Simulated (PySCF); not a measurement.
Vertical excitations of a molecule C₂H₆N, multiplicity 2 from TDA-PBE/def2-SVPD (PySCF), as energy in eV (oscillator strength): 2.99 (0.006), 3.82 (0.004), 4.02 (0.015), 4.99 (0.005), 5.22 (0.027), 5.60 (0.081), 5.78 (0.041), 6.06 (0.035), 6.13 (0.011), 6.70 (0.005). Coordinates come from a ωB97X-D3(BJ)/def2-TZVP optimisation. Other conformers were not sampled.

Problem. Identify the compound among the candidates.
(A) [CH2]NC
(B) [CH2]CN
(C) C[N]C
(D) CC[NH]

Solution. A, [CH2]NC
